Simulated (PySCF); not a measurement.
## 3-methoxybenzonitrile (SMILES COc1cccc(C#N)c1)

Molfile (atoms numbered from 1):
```
C8H7NO
     RDKit          3D

 17 17  0  0  0  0  0  0  0  0999 V2000
   -2.6610   -0.2984   -0.0661 C   0  0  0  0  0  0  0  0  0  0  0  0
   -1.4489   -0.9957    0.0269 O   0  0  0  0  0  0  0  0  0  0  0  0
   -0.2947   -0.3129   -0.0671 C   0  0  0  0  0  0  0  0  0  0  0  0
   -0.2068    1.0721   -0.2535 C   0  0  0  0  0  0  0  0  0  0  0  0
    1.0459    1.6825   -0.3389 C   0  0  0  0  0  0  0  0  0  0  0  0
    2.2152    0.9418   -0.2426 C   0  0  0  0  0  0  0  0  0  0  0  0
    2.1218   -0.4480   -0.0554 C   0  0  0  0  0  0  0  0  0  0  0  0
    3.3154   -1.2357    0.0458 C   0  0  0  0  0  0  0  0  0  0  0  0
    4.2844   -1.8670    0.1266 N   0  0  0  0  0  0  0  0  0  0  0  0
    0.8768   -1.0728    0.0323 C   0  0  0  0  0  0  0  0  0  0  0  0
   -2.7659    0.4495    0.7391 H   0  0  0  0  0  0  0  0  0  0  0  0
   -3.4592   -1.0438    0.0359 H   0  0  0  0  0  0  0  0  0  0  0  0
   -2.7680    0.2083   -1.0411 H   0  0  0  0  0  0  0  0  0  0  0  0
   -1.1062    1.6826   -0.3335 H   0  0  0  0  0  0  0  0  0  0  0  0
    1.1012    2.7634   -0.4846 H   0  0  0  0  0  0  0  0  0  0  0  0
    3.1936    1.4183   -0.3097 H   0  0  0  0  0  0  0  0  0  0  0  0
    0.7948   -2.1504    0.1775 H   0  0  0  0  0  0  0  0  0  0  0  0
  1  2  1  0
  2  3  1  0
  3  4  2  0
  4  5  1  0
  5  6  2  0
  6  7  1  0
  7  8  1  0
  8  9  3  0
  7 10  2  0
 10  3  1  0
  1 11  1  0
  1 12  1  0
  1 13  1  0
  4 14  1  0
  5 15  1  0
  6 16  1  0
 10 17  1  0
M  END
```

Computed, not measured: TDDFT CAM-B3LYP/aug-cc-pVDZ excited states, vertical, gas phase in PySCF 2.14.0. Geometry: PBE0-D3(BJ)/def2-SVP.

Singlets 7 and 8 lie within 0.01 eV of each other, so their separate moments and overlaps can depend on how they mix.

Q: How strongly do the lowest singlets absorb one photon, and two photons of half the energy?

A: δ for parallel linear polarisation; σ at the peak of a Lorentzian of half width 0.1 eV, single beam; Ω is circular over linear.
```tsv
state	E (eV)	f	photon λ (nm)	δ (au)	σ (GM)	Ω	main
S1	4.78	0.056	519	28	0.23	1.50	HOMO→LUMO 0.82, HOMO−1→LUMO+2 0.11
S2	5.58	0.038	444	37.8	0.43	0.86	HOMO−1→LUMO 0.51, HOMO→LUMO+2 0.42
S3	6.06	0.006	409	59.5	0.80	1.50	HOMO→LUMO+1 0.85
S4	6.28	0.835	395	51.4	0.74	1.04	HOMO→LUMO+2 0.52, HOMO−1→LUMO 0.40
S5	6.58	0.007	377	0.48	0.01	1.50	HOMO→LUMO+3 0.50, HOMO→LUMO+4 0.24
S6	6.63	0.304	374	29.8	0.48	1.39	HOMO−1→LUMO+2 0.81, HOMO→LUMO 0.11
```

Among these, the strongest one-photon state is S4, the strongest two-photon state S3, with a dipole change of 6.6 D (relaxed, norm of the difference vector).
